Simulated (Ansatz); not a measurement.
The same path of C$_{2}$H$_{6}$Sn (9 atoms, charge 0, multiplicity 1) was run twice with different band settings. The coordinate that changes most is the dihedral C1–C2–Sn3–H7.

All numbers below come from RKS PBE/def2-SVP (Ansatz).

Relaxed end points:

```xyz
9
Properties=species:S:1:pos:R:3
C -0.836 0.898 -1.148
C 0.133 0.823 -0.217
Sn 0.559 -0.973 0.895
H -1.480 0.038 -1.403
H -1.036 1.831 -1.706
H 0.744 1.720 -0.007
H 2.194 -1.475 0.634
H -0.528 -2.201 0.345
H 0.336 -0.707 2.590
```

```xyz
9
Properties=species:S:1:pos:R:3
C -0.323 0.996 -1.319
C -0.478 0.708 -0.014
Sn 0.441 -0.996 0.935
H 0.292 0.376 -1.995
H -0.807 1.875 -1.784
H -1.107 1.370 0.609
H 1.378 -1.825 -0.259
H -0.768 -2.059 1.571
H 1.460 -0.490 2.239
```

Common settings: climbing image yes; spring 5.0 eV/Å²; optimiser quadratic models (default); start path through a guess of the saddle point; force threshold 0.05 eV/Å; iteration limit 60; end points relaxed.

| run | movable images |
| --- | --- |
| 1 | 7 |
| 2 | 2 |

(1) What does each run give, and how far can it be trusted?

Results:

(1) Run 1: converged after 7 iterations, highest image 0.034 eV above the first end. A vibrational analysis at the climbing image gives one clearly imaginary mode, 94i cm⁻¹: a first-order saddle point.
Run 2: converged after 7 iterations, highest image 0.032 eV above the first end. Another band between the same ends (7 images) ends at a top of the same energy, where a vibrational analysis finds 1 clearly imaginary mode. So few images can step over the top or miss a turn of the path.
